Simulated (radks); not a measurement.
Problem. Excited configurations of Rh I: one electron is placed in a higher orbital outside [Kr] 4d8. The ground configuration is [Kr] 4d8 5s1. All-electron calculation, scalar-relativistic Kohn-Sham, r2SCAN, spin-polarised, spherical densities, finite nucleus; open shells are filled with parallel spins first (spin-orbit coupling, left out, can overturn this in heavy ions); meta-GGA in the generalised Kohn-Sham scheme; Fermi nuclear charge, rms radius 4.4945 fm. Program: a radial shooting solver on a logarithmic mesh with Libxc functionals. Excitation = E - E(ground); binding = E(ion) - E, where the ion is the core of charge +1; n* = 1/sqrt(2 binding) in atomic units, and the quantum defect is n - n*.

| outer orbital | excitation (eV) | binding (eV) | n* | quantum defect | eigenvalue (eV) | <r> (bohr) |
|---|---|---|---|---|---|---|
| 5d | 6.231 | 1.510 | 3.002 | 1.998 | -0.698 | 10.67 |
| 6d | 6.821 | 0.920 | 3.846 | 2.154 | -0.522 | 20.42 |
| 7f | 7.419 | 0.322 | 6.502 | 0.498 | -0.208 | 64.31 |

Estimate the row for 7p.

Solution. excitation (eV) 6.762; binding (eV) 0.978; n* 3.730; quantum defect 3.270; eigenvalue (eV) -0.608; <r> (bohr) 21.47. The Delta-SCF ionisation energy is 7.740 eV (NIST Atomic Spectra Database: 7.459 eV, measured). Self-interaction in the functional shifts the binding energies and quantum defects, so they are the method's values and not measured ones. Open shells are spherical and high-spin; term and fine-structure splittings are not resolved.
